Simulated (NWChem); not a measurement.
Molecule: ZnH$_{2}$SO; SMILES [SH][Zn][OH]

```xyz
5

Zn    -0.0156    -0.3671     0.0067
O      0.0072    -2.1367    -0.0897
H     -0.0973    -2.5939     0.7505
S     -0.0494     1.8005    -0.0181
H      1.2984     1.8914     0.0539
```
Atoms are numbered in this order, from 1.

Program: NWChem. All runs use the structure optimised with PBE0/def2-SVP. Total energies compare along this basis series because the functional is fixed.

```
level            basis functions  energy (Ha)  highest occupied level (eV)  orbital gap (eV)  dipole (D)  relative time
---------------  ---------------  -----------  ---------------------------  ----------------  ----------  -------------
PBE/pcseg-1                   73   -2253.3224                        -6.18              4.41        1.73              2
PBE/aug-pcseg-1              115   -2253.3451                        -6.33              4.26        1.33              3
PBE/pcseg-2                  148   -2253.6529                        -6.26              4.37        1.52              7
PBE/def2-SVP                  73   -2253.0860                        -5.82              4.27        1.63              1
```

Relative times are rough (shared machine, one core).
